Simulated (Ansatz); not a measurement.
Ligand exchange: GaH2(CH3) + Cu(NH2)(NH3) → GaH2(NH2) + Cu(CH3)(NH3)

Species: GaH2(CH3), singlet; Cu(NH2)(NH3), singlet; GaH2(NH2), singlet; Cu(CH3)(NH3), singlet. The partners trade CH3 for NH2: Ga–CH3 and Cu–NH2 bonds give way to Ga–NH2 and Cu–CH3.

Shapes, held fixed at every level: PBE0-D4/def2-TZVP. Flexible molecules stand in one conformer, not always the lowest. Programs: Ansatz 0.2.0. Electronic energies: no zero-point or thermal term.

```json
{"level": "HF/def2-SVP", "kind": "Hartree–Fock", "ΔE (kJ/mol)": "-54.6"}
{"level": "HF/def2-TZVPP", "kind": "Hartree–Fock", "ΔE (kJ/mol)": "-40.3"}
{"level": "SPW92/def2-TZVPP", "kind": "LDA", "ΔE (kJ/mol)": "-47.6"}
{"level": "PBE-D4/def2-TZVPP", "kind": "GGA", "ΔE (kJ/mol)": "-42.6"}
{"level": "r2SCAN-D4/def2-TZVPP", "kind": "meta-GGA", "ΔE (kJ/mol)": "-42.9"}
{"level": "wB97X-V/def2-TZVPP", "kind": "range-separated hybrid", "ΔE (kJ/mol)": "-39.5"}
{"level": "wB97M-V/def2-TZVPP", "kind": "range-separated hybrid", "ΔE (kJ/mol)": "-41.8"}
```

wB97M-V/def2-TZVPP gives ΔE = -41.8 kJ/mol; the levels span -54.6 to -39.5. The median of the levels is -42.6. No measured value is set beside it here. Relativity is left out for Cu, Ga.
